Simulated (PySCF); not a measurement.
C2H10ClNSi2, SMILES C[Si@H](Cl)[C@H](N)[SiH3].

Coordinates come from a PBE0-D3(BJ)/def2-SVP optimisation. The structure was generated by enumeration; whether it is a known compound was not checked. Other conformers were not sampled.

Method: SMD-B3LYP/def2-SVP in PySCF.

Solvation free energies are E(SMD) − E(gas) at the gas-phase geometry, for 1 M in both phases. In vacuum the dipole moment is 2.04 D.

```json
[
 {"solvent": "water", "ΔG(solv) (kcal/mol)": "-0.4", "its non-electrostatic (CDS) part": "4.9", "dipole (D)": "2.83"},
 {"solvent": "N,N-dimethylformamide", "ΔG(solv) (kcal/mol)": "-4.2", "its non-electrostatic (CDS) part": "1.1", "dipole (D)": "2.81"},
 {"solvent": "2-propanol", "ΔG(solv) (kcal/mol)": "-5.1", "its non-electrostatic (CDS) part": "-0.2", "dipole (D)": "2.77"}
]
```
